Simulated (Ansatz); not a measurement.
Computed with Ansatz on PBE0-D4/def2-TZVP structures; ΔE is electronic, products minus reactants. CBS: MP2 limit from def2 TZ/QZ plus the TZ coupled-cluster correction, frozen cores. This one scheme is used for every species. Functionals use def2-TZVPP.

`C#[C][Al]([F])[F]` + HCl → `C#[C][Al]([F])[Cl]` + H–F  (ligand exchange at the Al–F bond)

`C#[C][Al]([F])[F]`:

Cartesian coordinates in Å:
```
C -0.139 1.555 0.986
C -0.048 0.538 0.341
Al 0.093 -1.043 -0.661
F -0.499 -2.457 -0.093
F 0.812 -1.048 -2.129
H -0.220 2.454 1.555
```

HCl:

Z-matrix (Å, degrees):
```
Cl
H 1 1.279
```

`C#[C][Al]([F])[Cl]`:

Cartesian coordinates in Å:
```
C -0.419 1.277 1.323
C -0.198 0.449 0.471
Al 0.173 -0.833 -0.850
F -1.049 -1.677 -1.539
Cl 2.107 -1.225 -1.480
H -0.614 2.009 2.075
```

H–F:

Cartesian coordinates in Å:
```
F 0.380 -0.195 0.169
H -0.380 0.195 -0.169
```

```
             level  ΔE (kcal/mol)  difference from CCSD(T)/CBS
         r2SCAN-D4            5.2                          0.3
        r2SCAN0-D4            4.5                         -0.4
          BHLYP-D4            5.4                          0.5
           ωB97X-V            5.4                          0.5
          PBE-QIDH            4.2                         -0.7
           r2SCAN0            4.7                         -0.2
             BHLYP            6.4                          1.5
RPA@PBE/def2-TZVPP            6.5                          1.6
    MP2/def2-TZVPP            4.9                          0.0
SCS-MP2/def2-QZVPP            5.7                          0.8
       CCSD(T)/CBS            4.9                            0
```

Largest T1 diagnostic among the species: 0.014.

The D4 term adds −0.9 kcal/mol with B3LYP and −0.5 kcal/mol with PBE0; it sums over pairs of atoms, weighted by their polarisabilities, and B3LYP, whose exchange is more repulsive, gets the larger term. At CCSD(T), def2-SVP lies +1.6 kcal/mol from the extrapolated value and def2-TZVPP +0.7 kcal/mol.

B3LYP here is the variant with VWN-RPA as its local correlation; programs differ in this.
